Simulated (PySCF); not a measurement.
# Reading the logs of faulty runs: BClGeH5Si

Calculated results; nothing here was measured. They come from PySCF 2.14.0, an open-source quantum chemistry program, on an isolated molecule that a program drew, which may never have been made. The molecule is BClGeH5Si (charge 0, doublet), drawn as the SMILES string `[BH2][GeH][SiH2]Cl`.

Each row is a Hartree-Fock (HF) and frozen-core CCSD(T) single point in the cc-pV(D+d)Z basis, meant for a local HF minimum. Run 1 is clean. Each other run has one planted mistake out of seven kinds, and not every kind appears here: one electron removed, one electron added, multiplicity raised by two, geometry at a saddle point, minimal basis STO-3G, one bond length entered in bohr, all coordinates scaled. The reference is restricted for singlets and unrestricted otherwise, and also for a bond in bohr. Adding or removing an electron swaps singlet and doublet. Electrons count all cores. HOMO and LUMO are orbital energies over both spins, the gradient is its largest component, and the lowest frequency (negative if imaginary) is given only where the gradient is small. Bond lengths are over the 8 bonds as drawn. T1 is the CCSD diagnostic: over 0.02 (restricted) or 0.045 (unrestricted) a single reference is doubtful. Germanium has the cc-pVDZ-PP basis, with a core potential (ECP10MDF) in place of its 10 inner electrons, and its 3s, 3p and 3d shells are frozen in CCSD(T).

Geometry of the clean run:
```xyz
9
BClGeH5Si, angstrom
B    -0.9305   -1.8009    0.5274
Ge   -0.6356    0.1882    0.3869
Si   -0.5987    1.4193   -1.6536
Cl    1.2568    2.3249   -1.9323
H    -1.1092   -2.4385   -0.4690
H    -0.9306   -2.3308    1.5995
H    -0.3910    1.0494    1.6259
H    -1.5992    2.5020   -1.6610
H    -0.8290    0.5128   -2.7930
```

| run | electrons | basis functions | <S^2> | HOMO (eV) | LUMO (eV) | gradient (hartree/bohr) | lowest frequency (cm^-1) | mean bond (Å) | longest bond (Å) | T1 | HF (hartree) | CCSD(T) (hartree) | mistake |
|---|---|---|---|---|---|---|---|---|---|---|---|---|---|
| 1 | 73 | 108 | 0.761 | -8.35 | 0.05 | 1.9e-05 | 23 | 1.6690 | 2.383 | 0.0147 | -1069.42402 | -1069.89535 | no fault |
| 2 | 73 | 108 | 3.773 | -6.06 | -2.49 | 9.4e-02 | - | 1.6690 | 2.383 | 0.0233 | -1069.25815 | -1069.72622 | multiplicity raised by two |
| 3 | 73 | 108 | 1.630 | -8.22 | -0.16 | 8.3e-03 | - | 1.8390 | 2.888 | 0.0408 | -1069.32112 | -1069.78507 | one bond length entered in bohr |
| 4 | 72 | 108 | 0.000 | -15.92 | -6.80 | 4.3e-02 | - | 1.6690 | 2.383 | 0.0123 | -1069.14641 | -1069.59947 | ? |
| 5 | 73 | 108 | 0.764 | -8.28 | 0.05 | 2.9e-02 | - | 1.7591 | 2.512 | 0.0168 | -1069.40400 | -1069.88011 | ? |

**Which mistake was planted in run 4, and what did it cost?**

It counts 72 electrons, one fewer than the clean run, at the same geometry and basis. So the mistake is: one electron removed. Subtracting run 1 and multiplying by 627.51 kcal/mol a hartree, the energy moved by 174.2 kcal/mol in HF and 185.7 kcal/mol in CCSD(T).

**Which mistake was planted in run 5, and what did it cost?**

The mean and the longest bond both change by the same factor, 1.054, and the gradient is no longer small. So the mistake is: all coordinates scaled. Subtracting run 1 and multiplying by 627.51 kcal/mol a hartree, the energy moved by 12.6 kcal/mol in HF and 9.6 kcal/mol in CCSD(T).

